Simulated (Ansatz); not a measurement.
Li₅⁺, relaxed as a singlet with RKS r2SCAN/def2-TZVP in Ansatz, starting from the GFN1-xTB geometry. Force threshold 0.02 eV/Å.

The structure comes from a short search, and lower isomers may exist.

Start:

```xyz
5

Li    0.929   -1.361   -1.910
Li   -0.147   -0.948    1.202
Li    1.262    0.646   -0.170
Li   -1.095    0.169   -0.841
Li   -0.949    1.494    1.720
```

```
        step  energy (eV)  largest force component (eV/Å)  SCF passes
           1   -1016.2904                           0.761          23
           2   -1016.7273                           0.220          28
           3   -1016.7959                           0.080          29
           4   -1016.8098                           0.028          26
5 (rejected)   -1016.8097                           0.048          25
           6   -1016.8109                           0.008          24
           7   -1016.8114                           0.005          25
```

Force components are those of the run's own axes.

End:

Cartesian coordinates in Å:
```
Li 1.0418 -1.7477 -1.9815
Li -0.0556 -1.2261 1.0571
Li 1.3324 0.9198 -0.1148
Li -1.2796 0.3121 -0.9504
Li -1.0391 1.7418 1.9896
```

Bonds lost: Li1–Li3, Li1–Li4, Li2–Li5, Li4–Li5 (atoms count from 1). The end is the same structure that another start reached, the lowest one found.

The force fell under the threshold at step 6, but the optimiser went on. No frequencies were taken in this run, so the end may be a saddle point.

Hardware: 4 threads of Arm Neoverse V1 on a shared host. Wall time 6.5 s.
